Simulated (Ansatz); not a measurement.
Consider the cleavage of the Al–Si bond: `[NH2][AlH][SiH]([SiH3])Cl` + H₂Se → `[NH2][AlH][SeH]` + `[SiH3][SiH2]Cl`.

Isolated molecules relaxed with PBE0-D4/def2-TZVP in Ansatz; ΔE leaves out vibrations. CBS: MP2 limit from def2 TZ/QZ plus the TZ coupled-cluster correction, frozen cores. DFT in def2-TZVPP. For Se outer-core shells are correlated without core-valence functions, which leaves a few kJ/mol of doubt a bond. Scalar relativity is left out up to krypton. One conformer a species, not always the lowest.

(1) Is it downhill or uphill in electronic energy at CCSD(T)/CBS, and by how much? (Best estimate.)

(2) What do these levels give: ωB97M-V, HF/def2-TZVPP, HF/def2-QZVPP, SCS-MP2/def2-QZVPP, HF/CBS(def2), MP2/CBS(def2)? (An estimate is asked.)

Largest T1 diagnostic among the species: 0.012.

## Answers

(1) The calculation gave: Downhill: ΔE = -27.0 kcal/mol.

(2) Ansatz gave: ωB97M-V -27.2, HF/def2-TZVPP -30.8, HF/def2-QZVPP -30.8, SCS-MP2/def2-QZVPP -28.8, HF/CBS(def2) -30.8, MP2/CBS(def2) -29.4 kcal/mol.

In def2-TZVPP, CCSD(T) changes the Hartree–Fock value by +4.4 kcal/mol (the triples alone add +0.6 kcal/mol) and MP2 by +2.1 kcal/mol. From PBE to PBE0 (25 % exact exchange), in def2-TZVPP and without D4, ΔE moves by −1.8 kcal/mol. The D4 term adds +1.3 kcal/mol with B3LYP and +0.8 kcal/mol with PBE0; it sums over pairs of atoms, weighted by their polarisabilities, and B3LYP, whose exchange is more repulsive, gets the larger term.

B3LYP here is the variant with VWN-RPA as its local correlation; programs differ in this.
